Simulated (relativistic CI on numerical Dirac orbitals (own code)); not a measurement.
## Energy levels of Ga XVII

Method of calculation: Dirac-Coulomb-Breit CI, orbitals from a KLI potential per configuration, model QED (radiative potential, 1s self-energy scaled to tabulated hydrogen-like ionisation energies), unscaled Slater integrals (own radial code, finite nucleus).

Configuration list (outside the closed core [Ne]): 3s²3p³, 3s3p⁴, 3s²3p²3d, 3p⁵, 3s3p³3d, 3p⁴3d, 3s3p²3d², 3s²3p²4s, 3s²3p3d4p, 3p⁴4s, 3s²3p²4p, 3p⁴4p, 3s3p²3d4s, 3s²3p3d², 3s²3d³, 3s3p3d³, 3s²3d²4s, 3s²3d²4p, 3p³3d², 3p²3d³, 3p²3d²4s, 3p²3d²4p, 3s²3p3d4s, 3s3p3d²4s, 3s²3d4s², 3s²3d4s4p. Double excitations out of closed p, d and f shells are left out; levels of such configurations are missing from the list, as are those of other unlisted configurations, and high levels can miss mixing partners.

The lowest level is 3s²3p³ ⁴S°3/2, with 87 % of that term; Hund's rules for 3s²3p³ give ⁴S° with J = 3/2, in agreement.

| No. | Configuration | Term | J | E (cm⁻¹) | % | Next component (%) | jj configuration (%) |
| --- | --- | --- | --- | --- | --- | --- | --- |
| 1 | 3s²3p³ | ⁴S° | 3/2 | 0 | 87 | 8 ²P° | 3p3/2 (51) |
| 2 | 3s²3p³ | ²D° | 3/2 | 56302 | 75 | 16 ²P° | 3p1/2 3p3/2^2 (58) |
| 3 | 3s²3p³ | ²D° | 5/2 | 71153 | 97 | 2 3s3p³3d ²D° | 3p1/2 3p3/2^2 (97) |
| 4 | 3s²3p³ | ²P° | 1/2 | 108494 | 96 | 1 3s²3p3d² ²P° | 3p1/2 3p3/2^2 (96) |
| 5 | 3s²3p³ | ²P° | 3/2 | 132242 | 72 | 20 ²D° | 3p3/2^3 (87) |
| 6 | 3s3p⁴(3P) | ⁴P | 5/2 | 382624 | 86 | 9 3s²3p²3d ⁴P | 3s 3p3/2^2 (73) |
| 7 | 3s3p⁴(3P) | ⁴P | 3/2 | 407335 | 86 | 10 3s²3p²3d ⁴P | 3s 3p1/2 3p3/2^3 (69) |
| 8 | 3s3p⁴(3P) | ⁴P | 1/2 | 416016 | 84 | 10 3s²3p²3d ⁴P | 3s 3p3/2^2 (34) |
| 9 | 3s3p⁴(1D) | ²D | 3/2 | 478433 | 70 | 20 3s²3p²3d ²D | 3s 3p1/2 3p3/2^3 (42) |
| 10 | 3s3p⁴(1D) | ²D | 5/2 | 486492 | 73 | 20 3s²3p²3d ²D | 3s 3p1/2 3p3/2^3 (65) |
| 11 | 3p²(3P)3d | ²P | 3/2 | 544954 | 51 | 39 3s3p⁴ ²P | 3s 3p1/2 3p3/2^3 (34) |
| 12 | 3s3p⁴(1S) | ²S | 1/2 | 551939 | 33 | 28 ²P | 3s 3p3/2^2 (36) |
| 13 | 3p²(3P)3d | ⁴F | 3/2 | 577905 | 87 | 5 ⁴D | 3p1/2^2 3d3/2 (51) |
| 14 | 3p²(3P)3d | ⁴F | 5/2 | 587887 | 81 | 13 ⁴D | 3p1/2 3p3/2 3d3/2 (48) |
| 15 | 3s3p⁴(1S) | ²S | 1/2 | 589303 | 43 | 25 3s²3p²3d ²P | 3s 3p3/2^4 (41) |
| 16 | 3p²(3P)3d | ⁴F | 7/2 | 603586 | 87 | 9 ⁴D | 3p1/2 3p3/2 3d5/2 (70) |
| 17 | 3p²(1D)3d | ²F | 5/2 | 605982 | 73 | 17 ⁴D | 3p1/2 3p3/2 3d3/2 (71) |
| 18 | 3p²(1D)3d | ²F | 7/2 | 616855 | 50 | 42 ⁴D | 3p1/2 3p3/2 3d5/2 (53) |
| 19 | 3p²(3P)3d | ⁴D | 1/2 | 617543 | 87 | 6 3s3p⁴ ²P | 3p1/2 3p3/2 3d3/2 (64) |
| 20 | 3p²(3P)3d | ⁴D | 3/2 | 618609 | 86 | 7 ⁴F | 3p1/2 3p3/2 3d3/2 (46) |
| 21 | 3p²(3P)3d | ⁴F | 9/2 | 620288 | 91 | 7 ²G | 3p1/2 3p3/2 3d5/2 (59) |
| 22 | 3p²(3P)3d | ⁴D | 5/2 | 630349 | 62 | 24 ²F | 3p1/2 3p3/2 3d5/2 (54) |
| 23 | 3p²(3P)3d | ⁴D | 7/2 | 655105 | 46 | 41 ²F | 3p3/2^2 3d5/2 (83) |
| 24 | 3p²(1D)3d | ²G | 7/2 | 688614 | 89 | 7 ²F | 3p1/2 3p3/2 3d3/2 (38) |
| 25 | 3s3p⁴(3P) | ²P | 3/2 | 691854 | 44 | 40 3s²3p²3d ²P | 3p1/2 3p3/2 3d5/2 (34) |
| 26 | 3p²(1D)3d | ²G | 9/2 | 698722 | 90 | 7 ⁴F | 3p3/2^2 3d5/2 (59) |
| 27 | 3p²(3P)3d | ⁴P | 5/2 | 703710 | 78 | 8 3s3p⁴ ⁴P | 3p1/2 3p3/2 3d5/2 (46) |
| 28 | 3p²(3P)3d | ⁴P | 3/2 | 712525 | 69 | 10 ²D | 3p1/2 3p3/2 3d3/2 (37) |
| 29 | 3p²(3P)3d | ⁴P | 1/2 | 715876 | 57 | 17 ²P | 3p1/2 3p3/2 3d3/2 (57) |
| 30 | 3p²(3P)3d | ²P | 1/2 | 727100 | 35 | 33 3s3p⁴ ²P | 3p3/2^2 3d3/2 (44) |
| 31 | 3p²(1S)3d | ²D | 3/2 | 727558 | 72 | 12 ⁴P | 3p1/2 3p3/2 3d5/2 (37) |
| 32 | 3p²(3P)3d | ²D | 5/2 | 751514 | 79 | 11 3s3p⁴ ²D | 3p3/2^2 3d5/2 (35) |
| 33 | 3p²(1D)3d | ²D | 3/2 | 768069 | 73 | 16 3s3p⁴ ²D | 3p3/2^2 3d3/2 (38) |
| 34 | 3p²(1D)3d | ²D | 5/2 | 772722 | 86 | 4 ²F | 3p3/2^2 3d5/2 (57) |
| 35 | 3p²(1D)3d | ²P | 1/2 | 784847 | 77 | 13 ²S | 3p1/2 3p3/2 3d5/2 (73) |
| 36 | 3p²(3P)3d | ²F | 5/2 | 789743 | 68 | 24 ²D | 3p1/2 3p3/2 3d3/2 (42) |
| 37 | 3p²(3P)3d | ²F | 7/2 | 804820 | 95 | 2 3s3p²3d² ²F | 3p1/2 3p3/2 3d5/2 (51) |
| 38 | 3p²(1D)3d | ²P | 3/2 | 807499 | 82 | 7 ²D | 3p3/2^2 3d5/2 (54) |
| 39 | 3p²(1D)3d | ²S | 1/2 | 808074 | 61 | 13 3s3p⁴ ²S | 3p3/2^2 3d5/2 (27) |
| 40 | 3p²(3P)3d | ²D | 5/2 | 843380 | 69 | 24 ²F | 3p3/2^2 3d5/2 (64) |
| 41 | 3p²(3P)3d | ²D | 3/2 | 843493 | 93 | 2 ²P | 3p3/2^2 3d3/2 (49) |
| 42 | 3s3p³(4S°)<5S°>3d | ⁶D° | 1/2 | 869936 | 97 | 2 ⁴P° | 3s 3p1/2 3p3/2^2 3d3/2 (51) |
| 43 | 3s3p³(4S°)<5S°>3d | ⁶D° | 3/2 | 870684 | 97 | 1 ⁴P° | 3s 3p1/2 3p3/2^2 3d3/2 (45) |
| 44 | 3s3p³(4S°)<5S°>3d | ⁶D° | 5/2 | 871795 | 96 | 2 ⁴D° | 3s 3p1/2 3p3/2^2 3d3/2 (35) |
| 45 | 3s3p³(4S°)<5S°>3d | ⁶D° | 7/2 | 873395 | 96 | 2 ⁴D° | 3s 3p1/2 3p3/2^2 3d5/2 (26) |
| 46 | 3s3p³(4S°)<5S°>3d | ⁶D° | 9/2 | 876457 | 97 | 3 ⁴F° | 3s 3p1/2 3p3/2^2 3d5/2 (53) |
| 47 | 3p⁵ | ²P° | 3/2 | 888087 | 58 | 37 3s3p³3d ²P° | 3p3/2^3 (58) |
| 48 | 3p⁵ | ²P° | 1/2 | 924963 | 54 | 40 3s3p³3d ²P° | 3p1/2 3p3/2^4 (54) |
| 49 | 3s3p³(2D°)<3D°>3d | ⁴D° | 5/2 | 943275 | 69 | 18 ⁴F° | 3s 3p3/2 3d5/2 (30) |
| 50 | 3s3p³(2D°)<3D°>3d | ⁴D° | 3/2 | 944559 | 53 | 35 ⁴F° | 3s 3p3/2 3d5/2 (26) |
| 51 | 3s3p³(2D°)<3D°>3d | ⁴D° | 7/2 | 948407 | 82 | 8 ⁴F° | 3s 3p1/2 3p3/2^2 3d5/2 (64) |
| 52 | 3s3p³(2D°)<3D°>3d | ⁴D° | 1/2 | 953820 | 92 | 6 3s²3p3d² ⁴D° | 3s 3p1/2 3p3/2^2 3d5/2 (43) |
| 53 | 3s3p³(2D°)<3D°>3d | ⁴F° | 3/2 | 958497 | 53 | 38 ⁴D° | 3s 3p1/2 3p3/2^2 3d3/2 (57) |
| 54 | 3s3p³(2D°)<3D°>3d | ⁴F° | 5/2 | 963055 | 68 | 21 ⁴D° | 3s 3p1/2 3p3/2^2 3d3/2 (62) |
| 55 | 3s3p³(2D°)<3D°>3d | ⁴F° | 7/2 | 969456 | 77 | 10 ⁴D° | 3s 3p1/2 3p3/2^2 3d3/2 (47) |
| 56 | 3s3p³(2D°)<3D°>3d | ⁴F° | 9/2 | 979042 | 84 | 9 3s²3p3d² ⁴F° | 3s 3p1/2 3p3/2^2 3d5/2 (61) |
| 57 | 3s3p³(2D°)<3D°>3d | ²S° | 1/2 | 1003961 | 75 | 13 3s²3p3d² ²S° | 3s 3p1/2 3p3/2^2 3d5/2 (37) |
| 58 | 3s3p³(2D°)<3D°>3d | ⁴G° | 5/2 | 1011746 | 85 | 7 3s²3p3d² ⁴G° | 3s 3p1/2 3p3/2^2 3d3/2 (35) |
| 59 | 3s3p³(2D°)<3D°>3d | ⁴G° | 7/2 | 1014938 | 83 | 8 ⁴F° | 3s 3p1/2 3p3/2^2 3d3/2 (36) |
| 60 | 3s3p³(2D°)<3D°>3d | ⁴G° | 9/2 | 1019586 | 83 | 10 ⁴F° | 3s 3p1/2 3p3/2^2 3d5/2 (47) |
| 61 | 3s3p³(2D°)<3D°>3d | ⁴G° | 11/2 | 1025801 | 93 | 5 3s²3p3d² ⁴G° | 3s 3p1/2 3p3/2^2 3d5/2 (93) |
| 62 | 3s3p³(2P°)<3P°>3d | ⁴D° | 1/2 | 1047191 | 88 | 8 3s²3p3d² ⁴D° | 3s 3p3/2 3d3/2 (37) |
| 63 | 3s3p³(2P°)<3P°>3d | ⁴D° | 3/2 | 1051246 | 49 | 23 ⁴P° | 3s 3p3/2 3d3/2 (45) |
| 64 | 3s3p³(2D°)<3D°>3d | ²G° | 7/2 | 1051434 | 78 | 10 3s²3p3d² ²G° | 3s 3p3/2 3d5/2 (33) |
| 65 | 3s3p³(2D°)<3D°>3d | ²G° | 9/2 | 1053525 | 79 | 10 ⁴F° | 3s 3p1/2 3p3/2^2 3d3/2 (54) |
| 66 | 3s3p³(2P°)<3P°>3d | ⁴P° | 5/2 | 1053959 | 34 | 24 ²D° | 3s 3p3/2 3d3/2 (34) |
| 67 | 3s3p³(2P°)<3P°>3d | ⁴P° | 3/2 | 1060526 | 48 | 31 ⁴D° | 3s 3p3/2 3d5/2 (36) |
| 68 | 3s3p³(2P°)<3P°>3d | ⁴P° | 1/2 | 1060836 | 79 | 8 3s²3p3d² ⁴P° | 3s 3p3/2 3d3/2 (25) |
| 69 | 3s3p³(2P°)<3P°>3d | ⁴P° | 5/2 | 1071079 | 55 | 22 ²D° | 3s 3p1/2 3p3/2^2 3d5/2 (30) |
| 70 | 3s3p³(2P°)<3P°>3d | ²D° | 3/2 | 1074281 | 61 | 15 3s²3p3d² ²D° | 3s 3p1/2 3p3/2^2 3d3/2 (29) |

Energies count from the lowest computed level; ° marks odd parity. Percentages are summed over parent terms; the parents shown are those of the largest component, closed shells are left out there, and <> holds an intermediate term. Filled j subshells are mostly left out of the jj labels.

The mean weight of the leading LS term, summed over parents, in these 70 levels is 74 %, and that of the leading jj configuration (from the same eigenvectors) 50 %, so LS coupling describes them better.

At this charge energies of transitions that change n are usually good to better than 1 %, and those within a shell (Δn = 0) to a few per cent.

LS names give the leading component of a level, which can be under half, so a name can repeat, a term be missing and a line seem to break the LS rules.
